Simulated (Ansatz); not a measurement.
Ansatz (a program for electronic structure) input (PBE0/STO-3G):

Ansatz 0.2 input:
```yaml
crystal:
  periodic: [false, false, false]
  atoms:
    - {symbol: Si, position_ang: [-0.00734562, 0.00793610, 0.02802203]}
    - {symbol: C, position_ang: [1.54222122, -0.92365342, -0.47293366]}
    - {symbol: C, position_ang: [-1.02256871, 0.36222815, -1.50943439]}
    - {symbol: N, position_ang: [-0.76429831, -0.97558770, 1.22345825]}
    - {symbol: N, position_ang: [0.24066713, 1.54131147, 0.77408762]}
    - {symbol: H, position_ang: [2.20348547, -1.07761407, 0.38250982]}
    - {symbol: H, position_ang: [2.09872277, -0.36764226, -1.23095819]}
    - {symbol: H, position_ang: [1.30474800, -1.90436309, -0.89468288]}
    - {symbol: H, position_ang: [-1.97519128, 0.83096823, -1.25340547]}
    - {symbol: H, position_ang: [-1.23845772, -0.56177599, -2.05077701]}
    - {symbol: H, position_ang: [-0.49430918, 1.02877639, -2.19697546]}
    - {symbol: H, position_ang: [-0.69645814, -1.97970548, 1.19487801]}
    - {symbol: H, position_ang: [-1.60465670, -0.67245235, 1.68940281]}
    - {symbol: H, position_ang: [0.72870941, 1.61881349, 1.65215696]}
    - {symbol: H, position_ang: [0.32374924, 2.38237493, 0.22693019]}
basis:
  gaussian:
    orbitals: STO-3G
hamiltonian:
  xc: {name: PBE0}
```

End of the output:

```
integrals: 0.01 GiB planned
511 factors; integrals over basis functions are off by at most 3.3e-5 eV
0.09 GiB of the device are held for the grids
0.12 GiB of device memory are held for the factors and their scratch space
mean field: 0.12 GiB planned
mean field evaluation 1: about -12928.7021 eV, gradient 2.8e1 eV
mean field evaluation 2: about -12929.5430 eV, gradient 2.2e1 eV
mean field evaluation 4: about -12930.8850 eV, gradient 5.3e-1 eV
mean field evaluation 8: about -12930.8424 eV, gradient 3.7e-3 eV
mean field -12930.84242586 eV, -475.1996943105 hartree, gradient 2.4e-5 eV, S^2 0.000000; 0 other end points of the search recorded, 0 dependent functions left out
reference -12930.84244831 eV, -475.1996951357 hartree; 25, 25 occupied and 14, 14 virtual orbitals, 511 factors
Total energy: -12930.84244831 eV, -475.1996951357 hartree
```
